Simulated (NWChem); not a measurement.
Species: CH3BF2O; SMILES COB(F)F

```xyz
8

B     -0.0223     0.5313     0.0000
F     -0.7026     1.6619     0.0000
F      1.3033     0.6003     0.0000
O     -0.6823    -0.6313     0.0000
C     -0.0353    -1.8818     0.0000
H     -0.3423    -2.4480     0.8920
H     -0.3423    -2.4480    -0.8920
H      1.0603    -1.7784     0.0000
```
Atoms are numbered in this order, from 1.

Geometry: optimised at PBE0/def2-SVP.

Symmetry labels are those of Cs in the frame above (b1 and b2, or b-type labels, depend on it).

List the 4 lowest vertical singlet excitations from CAM-B3LYP/def2-SVPD, TDA (NWChem).


| state | energy (eV) | oscillator strength | symmetry | leading excitation (squared amplitude) |
|---|---|---|---|---|
| S1 | 8.52 | 0.002 | a" | HOMO → LUMO (0.92) |
| S2 | 9.08 | 0.002 | a' | HOMO−1 → LUMO (0.92) |
| S3 | 9.51 | 0.044 | a" | HOMO → LUMO+1 (0.93) |
| S4 | 9.78 | 0.001 | a" | HOMO−1 → LUMO+2 (0.83) |
